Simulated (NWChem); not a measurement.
# C₃H₄F₂O; SMILES C1C(CO1)(F)F

```xyz
10

F      0.0000     1.0956    -1.2310
C      0.0000     0.0000    -0.4271
F      0.0000    -1.0956    -1.2310
C      1.0487     0.0000     0.6905
O      0.0000     0.0000     1.6880
C     -1.0487     0.0000     0.6905
H      1.6706    -0.9009     0.7325
H      1.6706     0.9009     0.7325
H     -1.6706     0.9009     0.7325
H     -1.6706    -0.9009     0.7325
```
Atoms are numbered in this order, from 1.

Results from NWChem. Coordinates come from a B3LYP/6-31G* (spherical d) optimisation.

Task: Predict the results for BLYP/def2-SVP. Quantities: highest occupied level (eV); orbital gap (eV); dipole (D).

Result: 
| Property | Result |
|---|---|
| highest occupied level (eV) | -5.96 |
| orbital gap (eV) | 6.56 |
| dipole (D) | 0.14 |
